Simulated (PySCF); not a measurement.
Compound: CH4O3Si.
Numbering: `[O:1]=[CH:2][SiH:3]([OH:4])[OH:5]` (hydrogens: H6 on C2; H7 on Si3; H8 on O4; H9 on O5)

Method: PySCF, PBE0-D3(BJ)/def2-SVP geometry optimisation, gas phase.

Question: List the bond lengths, angles and torsions at this level.

Answer: 
```
          bond  length (Å)   order
         O1=C2       1.212  double
        C2–Si3       1.923  single
Si3–O4, Si3–O5       1.653  single
         C2–H6       1.123  single
        Si3–H7       1.487  single
  O4–H8, O5–H9       0.966  single
```

Bonds in one row agree within 0.01 Å and their mean is given. Orders are formal, as drawn. A selection of angles:
```
    angle  degrees
O1–C2–Si3    116.1
 O1–C2–H6    119.6
Si3–C2–H6    124.3
C2–Si3–O4    104.3
C2–Si3–O5    101.8
C2–Si3–H7    115.6
O4–Si3–O5    115.2
O4–Si3–H7    110.5
Si3–O4–H8    118.3
Si3–O5–H9    109.8
```

Dihedral angles: O1–C2–Si3–O4 114° (anticlinal); H8–O4–Si3–C2 178° (antiperiplanar); H9–O5–Si3–C2 12° (synperiplanar). The mirror-image conformer, all signs reversed, is as good.

Si3 (oxygen-bound silicon) is distorted tetrahedral (angles from 101.8° to 115.6°). H9 on O5 lies 2.24 Å from O1, 4 bonds away (angle at H 119°; Bondi radii sum to 2.72 Å).

Point group: C1 (no symmetry element, even within 0.4 Å). PBE0-D3(BJ)/def2-SVP frequencies: not computed here. The numbers are those of one conformer (O1–C2–Si3–O4 114°, C2–Si3–O4–H 178°, C2–Si3–O5–H 12°).
